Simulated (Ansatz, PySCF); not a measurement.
The pair A = NH3 (SMILES N) (first 4 atoms), B = CH3F (SMILES CF); geometry from B3LYP-D3(BJ)/def2-TZVP.
(charge 0, multiplicity 1):
```xyz
9

N      0.0014    -0.1752     0.2984
H      0.2376    -0.8822    -0.3885
H     -0.1493     0.6928    -0.2028
H      0.8122    -0.0463     0.8950
C      0.1481    -0.5399     3.6373
F      1.3826    -0.1663     3.0945
H     -0.1538     0.2219     4.3566
H     -0.5710    -0.6130     2.8225
H      0.2707    -1.5019     4.1356
```

Rows in 6-31G* carry no dispersion term and start afresh at each structure (6-31G* with six Cartesian d functions). MP2/6-31G* freezes PySCF's default core.

Run with Ansatz (a program for electronic structure); PySCF for 6-31G* rows. 

Total energies (hartree), monomers frozen at their geometry in the pair:

```
structure              PBE/def2-TZVPPD  B3LYP/6-31G*    MP2/6-31G*
---------------------  ---------------  ------------  ------------
AB                        -196.1661094  -196.2888657  -195.6975189
A in the pair's basis      -56.5127566   -56.5491041   -56.3556911
B in the pair's basis     -139.6497161  -139.7364415  -139.3386368
A                          -56.5126297   -56.5477683   -56.3541297
B                         -139.6496755  -139.7335133  -139.3357194
```

Work out the interaction energy without and with the counterpoise correction, and the superposition error, for each level.


E(AB) − E(A) − E(B), times 627.509 kcal/mol, with the monomers in their own basis and then in the pair's basis:
- PBE/def2-TZVPPD: -2.39 uncorrected, -2.28 corrected; the monomers gain 0.11 kcal/mol from borrowed functions
- B3LYP/6-31G*: -4.76 uncorrected, -2.08 corrected; the monomers gain 2.68 kcal/mol from borrowed functions
- MP2/6-31G*: -4.81 uncorrected, -2.00 corrected; the monomers gain 2.81 kcal/mol from borrowed functions
